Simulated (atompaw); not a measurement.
Building the PAW (atompaw) potential for Hf (PBE, scalar-relativistic).

Input for atompaw 4.2.0.5:

```
Hf 72
GGA-PBE scalarrelativistic loggrid 2001 logderivrange -7 5 301
6 6 5 4 0 0
6 1 0
5 2 2
0 0 0
c
c
c
c
v
v
c
c
c
v
v
c
c
v
c
2
3.00 2.85 2.65 2.50
n
n
y
0.3
n
custom rrkj gramschmidtortho gaussian
bessel
1.75
3.00
2.20
2.00
3.00
3.00
PWSCFOUT
UPFDX 0.0125d0 UPFXMIN -7.d0 UPFZMESH 72.d0
END
```

Command:

```bash
atompaw < Hf.input > Hf.log
```

Output (summary file):

```
Completed calculations for Hf (AE)

 Exchange-correlation type: GGA, Perdew-Burke-Ernzerhof

 Radial integration grid is logarithmic
 r0 =   9.4764859E-05 h =   6.8230699E-03   n =      2001 rmax =   8.0000000E+01

 Scalar relativistic calculation

 AEatom converged in  46 iterations
   nz     =  72.00
   delta  =       9.749537529711E-16

 All Electron Orbital energies:
  n  l      occupancy      energy
  1  0      2.0000000E+00 -4.7986116E+03
  2  0      2.0000000E+00 -8.2064564E+02
  3  0      2.0000000E+00 -1.8698695E+02
  4  0      2.0000000E+00 -3.7671685E+01
  5  0      2.0000000E+00 -4.9255972E+00
  6  0      2.0000000E+00 -3.7546368E-01
  2  1      6.0000000E+00 -7.2051572E+02
  3  1      6.0000000E+00 -1.5707857E+02
  4  1      6.0000000E+00 -2.7861738E+01
  5  1      6.0000000E+00 -2.6146407E+00
  6  1      0.0000000E+00 -1.0261138E-01
  3  2      1.0000000E+01 -1.2170310E+02
  4  2      1.0000000E+01 -1.5190003E+01
  5  2      2.0000000E+00 -1.9763436E-01
  4  3      1.4000000E+01 -1.2373206E+00

 Total energy
   Total                    :   -30156.43418632336397

 ---
 Completed calculations for Hf (SC)

 Exchange-correlation type: GGA, Perdew-Burke-Ernzerhof

 Radial integration grid is logarithmic
 r0 =   9.4764859E-05 h =   6.8230699E-03   n =      2001 rmax =   8.0000000E+01

 Scalar relativistic calculation

 SCatom converged in   3 iterations
   nz     =  72.00
   delta  =       4.160023570109E-17

 Valence Electron Orbital energies:
  n  l      occupancy      energy
   5  0      2.0000000E+00 -4.9255972E+00
   6  0      2.0000000E+00 -3.7546368E-01
   5  1      6.0000000E+00 -2.6146407E+00
   6  1      0.0000000E+00 -1.0261137E-01
   5  2      2.0000000E+00 -1.9763436E-01

 Total energy
   Total                    :   -30156.43418632421162
   Valence                  :     -695.66997179153566

 PAW parameters:
       lmax =            2
         rc =    3.0044654809515108
        irc =         1520
   rc_shape =    2.8643362375045638
    rc_vloc =    2.6572195560737648
    rc_core =    2.5160588699238109
   Vloc: truncated form - Vps(r)=A.sin(qr)/r for r<rc
   Projector type: RRKJ pseudization + Gram-Schmidt ortho.
   Gaussian compensation charge shape with gausstol =   1.0000E-04

 Number of basis functions     6
 No.   n  nodes  l      Energy         Cp coeff         Occ
  1    5    4    0   -0.4925597E+01  0.1000000E+01  0.2000000E+01
  2    6    5    0   -0.3754637E+00  0.6247891E+00  0.2000000E+01
  3    5    3    1   -0.2614641E+01  0.1000000E+01  0.6000000E+01
  4    6    4    1   -0.1026114E+00  0.4855087E+00  0.0000000E+00
  5    5    2    2   -0.1976344E+00  0.1000000E+01  0.2000000E+01
  6  999    3    2    0.3000000E+00  0.7737262E-01  0.0000000E+00

 Eigenvalues of overlap operator (in the basis of projectors):
    1        2.82947483E-03
    2        2.35420938E-01
    3        4.47906799E-01
    4        4.83806635E+00
    5        5.65215879E+00
    6        1.22497549E+01

 Orbital leakage outside PAW augmentation regions
   orb  is_core?  %out_of_sphere
   1 0    T           0.00
   2 0    T           0.00
   3 0    T           0.00
   4 0    T           0.00
   5 0    F           0.05
   6 0    F          59.90
   2 1    T          -0.00
   3 1    T          -0.00
   4 1    T           0.00
   5 1    F           0.53
   6 1    F          88.26
   3 2    T           0.00
   4 2    T           0.00
   5 2    F          27.44
   4 3    T           0.06

 Summary of PAW energies
   Total valence energy     :   -695.67019050033514
   Smooth energy            :     52.69730060168543
   One center               :   -748.36749110202061
   Smooth kinetic           :     24.32190396947361
   Vloc energy              :     30.55171484188625
   Smooth exch-corr         :    -12.29125307914397
   One-center xc            :   -602.85437363655240
```

The run took about 12 s on one core of a shared server CPU.
